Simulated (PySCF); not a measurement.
## Working out the excitation energy of P

P [Ne] 3s2 3p3 (4S) → P [Ne] 3s1 3p4 (4P). All numbers are calculated (PySCF 2.14, scalar relativity by spin-free X2C-1e, in aug-cc-pVDZ-DK (5s4p2d, 27 functions)). Frozen: [Ne]. Energies in hartree (1 hartree = 27.21139 eV):

```tsv
part	P (lower)	P (upper)
UHF	-341.524308	-341.228616
CCSD correlation	-0.085087	-0.099971
(T)	-0.001546	-0.005037
```

Task: What does Hartree-Fock give?

Result: (-341.228616) − (-341.524308) = 0.295692 hartree = 8.046 eV.

Task: What do CCSD and CCSD(T) give?

Result: The CCSD correlation energies differ by -0.014884 hartree = -0.405 eV and the triples by -0.003491 hartree = -0.095 eV, so CCSD gives 7.641 eV and CCSD(T) 7.546 eV.

Measured between the centres of the two terms (NIST): 7.395 eV, so CCSD(T) (valence) is off by 0.151 eV.

A double-zeta basis recovers only part of the correlation energy.

The coupled-cluster amplitudes are large, so a single reference is strained.

What remains against the reference includes basis incompleteness, the frozen core and higher excitations.
